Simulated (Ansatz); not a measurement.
Geometry optimisation, RKS PBE0-D4/def2-SVP (Ansatz).

The input (input.yaml):

```yaml
crystal:
  periodic: [false, false, false]
  atoms:
    - { symbol: Al, position_ang: [0.022422, 0.251496, -0.058427] }
    - { symbol: H, position_ang: [-0.127282, 0.320812, 1.496255] }
    - { symbol: Cl, position_ang: [1.903617, 0.362868, -0.972674] }
    - { symbol: Cl, position_ang: [-1.669336, 0.083026, -1.282054] }
    - { symbol: "N", position_ang: [0.040663, -2.503027, 1.376891] }
    - { symbol: H, position_ang: [-0.694721, -2.708282, 0.70469] }
    - { symbol: H, position_ang: [0.955947, -2.617408, 0.947883] }
    - { symbol: H, position_ang: [-0.06331, -1.535586, 1.740136] }
basis:
  gaussian: { orbitals: def2-SVP }
hamiltonian:
  xc: pbe0
  dispersion: d4
relax:
  f_tol: 0.03
  max_steps: 50
```

Run as:

```bash
$ ansatz run input.yaml --threads 2 --pin off --max-ram 3072MiB --backend cpu --events-out ev --progress --plain --runs-dir out
```

Problem. Where does it end, and by what steps?

Solution. The run converged. After 10 steps the energy has fallen by 1.580 eV; N5 moved furthest, 0.70 Å. Joined: Al1–N5 (3.11 → 2.04 Å).

```
step  energy less start (eV)  largest force component (eV/Å)  accepted
   0                  0.0000                           1.002       yes
   1                 -0.1201                           1.326       yes
   2                 -0.2464                           1.965       yes
   3                 -0.4339                           2.098       yes
   4                 -0.5997                           1.927       yes
   5                 -1.3363                           0.928       yes
   6                 -1.3161                           4.009        no
   7                 -1.4953                           0.641       yes
   8                 -1.5553                           0.292       yes
   9                 -1.5787                           0.054       yes
  10                 -1.5804                           0.029       yes
```

```xyz
8
Properties=species:S:1:pos:R:3
Al 0.008 -0.051 0.211
H -0.176 0.858 1.493
Cl 1.916 -0.037 -0.756
Cl -1.666 -0.273 -1.103
N 0.063 -1.954 0.942
H -0.688 -2.502 0.517
H 0.954 -2.388 0.692
H -0.042 -2.001 1.957
```

Whether the end is a true minimum wasn't checked by a vibrational analysis.

The run took 26 s on 2 threads of Arm Neoverse V1 (shared host), peak memory 0.18 GiB.
